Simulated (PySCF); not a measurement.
## Dipole response of Xe (xenon, neutral)

[Xe], closed-shell 1S. Computed with PySCF 2.14 in aug-cc-pVQZ-PP with ECP28MDF (7s7p5d3f2g, 92 functions), with a scalar-relativistic core potential. Coupled (time-dependent) response in atomic units; α is the mean over directions.

| method | mean α (bohr³) | C₆ (like pair) | S(−4) |
| --- | --- | --- | --- |
| UHF | 26.75 | 280.0 | 121.4 |
| PBE | 28.97 | 307.3 | 156.1 |
| PBE0 | 27.86 | 293.5 | 138.1 |
| BLYP | 29.39 | 311.8 | 164.7 |
| B97-3 | 27.78 | 292.6 | 136.4 |

S(−4) is the Cauchy moment in α(ω) = α(0) + S(−4) ω² + …

Reference α: 27.32 ± 0.2 bohr³ (recommended; Schwerdtfeger and Nagle, table of static dipole polarizabilities (2023 update)). Published C₆: 302.0 (Gould and Bucko (2016)).

α(iu) at PBE:

```json
{"u (hartree)": "0", "α(iu) (bohr³)": "28.97"}
{"u (hartree)": "0.0500", "α(iu) (bohr³)": "28.59"}
{"u (hartree)": "0.100", "α(iu) (bohr³)": "27.51"}
{"u (hartree)": "0.200", "α(iu) (bohr³)": "24.09"}
{"u (hartree)": "0.300", "α(iu) (bohr³)": "20.24"}
{"u (hartree)": "0.500", "α(iu) (bohr³)": "13.91"}
{"u (hartree)": "0.750", "α(iu) (bohr³)": "9.038"}
{"u (hartree)": "1.00", "α(iu) (bohr³)": "6.258"}
{"u (hartree)": "1.50", "α(iu) (bohr³)": "3.518"}
{"u (hartree)": "2.00", "α(iu) (bohr³)": "2.289"}
{"u (hartree)": "3.00", "α(iu) (bohr³)": "1.235"}
{"u (hartree)": "5.00", "α(iu) (bohr³)": "0.5506"}
```

Energies and moments cover only the electrons outside the core potential.
